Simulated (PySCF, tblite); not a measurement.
Isomers of C6H10O2Si2, one GFN2-xTB conformer each. Single-point energies are computed at PBE0/pcSseg-1 (PySCF, gas phase, no added dispersion term), electronic only.

```tsv
SMILES	GFN2-xTB relative energy (kcal/mol)
[SiH3]Oc1ccccc1O[SiH3]	0.0
C#C[SiH2][Si@H]1C[C@@H](C(=O)O)C1	137.5
```

Conformers: `[SiH3:1][O:2][c:3]1[cH:4][cH:5][cH:6][cH:7][c:8]1[O:9][SiH3:10]` with Si1–O2–C3–C4 180°, C7–C8–O9–Si10 0°; `[CH:1]#[C:2][SiH2:3][Si@H:4]1[CH2:5][C@@H:6]([C:7](=[O:8])[OH:9])[CH2:10]1` with C2–Si3–Si4–C5 138°, C5–C6–C7–O8 53°, C6–C7–O9–H 180°, Si3–Si4–C5–C6 94°, Si4–C5–C6–C7 -91°, C5–C6–C10–Si4 -21°, Si3–Si4–C10–C6 -95°.

Problem. What does PBE0/pcSseg-1 give for the same structures?

Solution. 
| SMILES | PBE0/pcSseg-1 E (Eh) | PBE0/pcSseg-1 (kcal/mol) | GFN2-xTB (kcal/mol) | point group |
| --- | --- | --- | --- | --- |
| [SiH3]Oc1ccccc1O[SiH3] | -963.37829 | 0.0 | 0.0 | Cs |
| C#C[SiH2][Si@H]1C[C@@H](C(=O)O)C1 | -963.28635 | 57.7 | 137.5 | Cs |

Both levels put the same isomer lowest. As drawn, the lower has an aromatic ring and an Si–O bond, which the higher lacks; the higher has a four-membered ring, a C=O bond and a C≡C bond, which the lower lacks.

Problem. Which frontier levels, dipoles and rotational constants go with these structures?

Solution. 
| SMILES | HOMO (eV, PBE0/pcSseg-1) | LUMO (eV) | dipole (D) | A, B, C (MHz) |
| --- | --- | --- | --- | --- |
| [SiH3]Oc1ccccc1O[SiH3] | -6.41 | -0.17 | 2.06 | 1215, 925.4, 531.8 |
| C#C[SiH2][Si@H]1C[C@@H](C(=O)O)C1 | -7.45 | -0.60 | 2.16 | 2126, 552.7, 479.2 |

Problem. What happens when harmonic zero-point energies from GFN2-xTB frequencies are added?

Solution. 
| SMILES | ZPE (kcal/mol) | electronic (kcal/mol) | with ZPE (kcal/mol) |
| --- | --- | --- | --- |
| [SiH3]Oc1ccccc1O[SiH3] | 84.8 | 0.0 | 0.0 |
| C#C[SiH2][Si@H]1C[C@@H](C(=O)O)C1 | 87.1 | 57.7 | 60.0 |

The zero-point energies span 2.3 kcal/mol. The order is unchanged.
